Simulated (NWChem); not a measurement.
# BF

```xyz
2

B      0.0000     0.0000    -0.8151
F      0.0000     0.0000     0.4596
```
Atoms are numbered in this order, from 1.

Results from NWChem. Geometry: optimised at PBE-D3(BJ)/def2-SVP. Vzz is the largest principal value of the second derivative of the potential at the nucleus (NWChem prints the opposite sign); η is the asymmetry. Non-relativistic.

**Question.** Estimate the computed values for Hartree-Fock/def2-SVP. Quantities: Vzz B1 (a.u.); η B1.

**Answer.** 
```
Item            Value
-------------  ------
Vzz B1 (a.u.)  -0.479
η B1             0.00
```
